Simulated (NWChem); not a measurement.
System: SF₃, doublet; SMILES F[S](F)F

Excerpt of the output:

```
             Northwest Computational Chemistry Package (NWChem) 7.3.0
             --------------------------------------------------------

                             Geometry "geometry" -> ""
                             -------------------------

 Output coordinates in angstroms (scale by  1.889725989 to convert to a.u.)

  No.       Tag          Charge          X              Y              Z
 ---- ---------------- ---------- -------------- -------------- --------------
    1 F                    9.0000    -1.64955700     0.17177200     0.30112800
    2 S                   16.0000     0.00000600    -0.09142000     0.35306500
    3 F                    9.0000     1.64955000     0.17177100     0.30112700
    4 F                    9.0000     0.00000100    -0.02342100    -1.24132400

 Effective nuclear repulsion energy (a.u.)     189.7537117720

                                 NWChem DFT Module
                                 -----------------

 Summary of "ao basis" -> "ao basis" (spherical)
 ------------------------------------------------------------------------------
       Tag                 Description            Shells   Functions and Types
 ---------------- ------------------------------  ------  ---------------------
 F                           6-31g*                  6       14   3s2p1d
 S                           6-31g*                  8       18   4s3p1d

 in cosmo_initialize ...
 calling solv_data for solv:dioxane

 solvent parameters
 solvname_short: dioxane
 solvname_long:  1,4-dioxane
 dielec:        2.2099
 dielecinf:     2.0232
 nonaqueous SMD model solvent descriptors
 dielec:        2.2099
 sola:          0.0000
 solb:          0.6400
 solc:          0.0000
 solg:         47.1400
 solh:          0.0000
 soln:          1.4224

          ---------------
          -cosmo- solvent
          ---------------
 Cosmo: York-Karplus, doi: 10.1021/jp992097l
 dielectric constant -eps-     =   2.21
 screen = (eps-1)/(eps    )    =   0.54749
 surface charge correction     = lagrangian

   van der Waals surface
 --------------------------

[...]

                                COSMO-SMD solvation results
                                ---------------------------

             internal energy in gas <Psi(g)|H|Psi(g)> =      -697.539459758247
         internal energy in solvent <Psi(s)|H|Psi(s)> =      -697.539381423334
                               delta internal energy  =         0.000078334913 (    0.05 kcal/mol)
   total free energy in solvent <Psi(s)|H+V/2|Psi(s)> =      -697.541258127463
 polarization energy contribution <Psi(s)|V/2|Psi(s)> =        -0.001876704129 (   -1.18 kcal/mol)
    total free energy in solvent including G(SMD-CDS) =      -697.540494009114
                       G(SMD-CDS) energy contribution =         0.000764118349 (    0.48 kcal/mol)
     1 M fixed-concentration free energy of solvation =        -0.001034250866 (   -0.65 kcal/mol)

                    DFT Final Alpha Molecular Orbital Analysis
                    ------------------------------------------

 Vector   20  Occ=1.000000D+00  E=-4.998758D-01
              MO Center= -3.8D-04,  1.1D-01, -1.4D-01, r^2= 2.8D+00
   Bfn.  Coefficient  Atom+Function         Bfn.  Coefficient  Atom+Function
  ----- ------------  ---------------      ----- ------------  ---------------
    49     -0.397220  4 F  px                 5      0.387985  1 F  pz
    37     -0.387866  3 F  pz                 9      0.279242  1 F  pz
    41     -0.279157  3 F  pz                53     -0.257052  4 F  px
     3     -0.096304  1 F  px                35     -0.096248  3 F  px
     7     -0.076192  1 F  px                39     -0.076150  3 F  px

 Vector   21  Occ=1.000000D+00  E=-4.363799D-01
              MO Center= -4.4D-05, -2.9D-02,  4.0D-01, r^2= 2.5D+00
   Bfn.  Coefficient  Atom+Function         Bfn.  Coefficient  Atom+Function
  ----- ------------  ---------------      ----- ------------  ---------------
    20      0.358394  2 S  s                 24      0.352294  2 S  s
     3     -0.322174  1 F  px                35      0.322163  3 F  px
     7     -0.252838  1 F  px                39      0.252829  3 F  px
    23      0.241724  2 S  pz                 5     -0.180933  1 F  pz
    37     -0.180927  3 F  pz                22     -0.173724  2 S  py

 Vector   22  Occ=1.000000D+00  E=-3.601197D-01
              MO Center= -3.2D-06,  6.6D-02,  2.6D-01, r^2= 1.8D+00
   Bfn.  Coefficient  Atom+Function         Bfn.  Coefficient  Atom+Function
  ----- ------------  ---------------      ----- ------------  ---------------
    22      0.730493  2 S  py                26      0.251697  2 S  py
    18     -0.249295  2 S  py                 4     -0.225496  1 F  py
    36     -0.225496  3 F  py                50     -0.218845  4 F  py
    54     -0.178073  4 F  py                 8     -0.175103  1 F  py
    40     -0.175104  3 F  py                 3     -0.154343  1 F  px

 Vector   23  Occ=0.000000D+00  E= 6.420882D-03
              MO Center=  4.8D-07, -5.0D-02,  1.0D-01, r^2= 2.0D+00
   Bfn.  Coefficient  Atom+Function         Bfn.  Coefficient  Atom+Function
  ----- ------------  ---------------      ----- ------------  ---------------
    27      0.637085  2 S  pz                23      0.633890  2 S  pz
    52      0.502776  4 F  s                 55      0.373144  4 F  pz
    20     -0.357633  2 S  s                 51      0.346042  4 F  pz
    24     -0.275491  2 S  s                 19     -0.213818  2 S  pz
     9     -0.137398  1 F  pz                41     -0.137402  3 F  pz

[...]
```

Level: M05-2X/6-31G* (spherical d), spin-unrestricted, SMD on the gas-phase geometry. The geometry was optimised at PBE0/def2-SVP, spin-unrestricted. No stability test was run on the SCF state. Solvent: 1,4-dioxane.

### Question
Which NWChem input produces such a log?

### Answer
This is not unique; one that fits is the input that was run:
```
start job
memory heap 200 mb stack 900 mb global 1100 mb
geometry units angstroms noautosym nocenter noautoz
  F     -1.649557     0.171772     0.301128
  S      0.000006    -0.091420     0.353065
  F      1.649550     0.171771     0.301127
  F      0.000001    -0.023421    -1.241324
end
basis spherical
  * library 6-31g*
end
dft
  odft
  mult 2
  xc m05-2x
  iterations 150
end
cosmo
  do_cosmo_smd true
  solvent dioxane
end
task dft energy
```
